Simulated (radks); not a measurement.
Species: Pr56+. Configuration: [He] 2s1. Method: scalar-relativistic Kohn-Sham, r2SCAN, spin-polarised, spherical densities, finite nucleus; open shells are filled with parallel spins first (spin-orbit coupling, left out, can overturn this in heavy ions); meta-GGA in the generalised Kohn-Sham scheme; Fermi nuclear charge, rms radius 4.8919 fm; computed with a radial shooting solver on a logarithmic mesh with Libxc functionals. Some entries of the table are withheld. Estimate them.

orbital  occ.  eigenvalue (eV)  <1/r> (bohr^-1)  <r^2> (bohr^2)
1s up       1        -48019.21              (1)             (2)
1s down     1        -48002.06              (3)             (4)
2s up       1              (5)            15.90         0.01112

Answer. 
(1) 1s up <1/r> (bohr^-1): 64.94
(2) 1s up <r^2> (bohr^2): 0.0007799
(3) 1s down <1/r> (bohr^-1): 64.92
(4) 1s down <r^2> (bohr^2): 0.0007797
(5) 2s up eigenvalue (eV): -11826.89
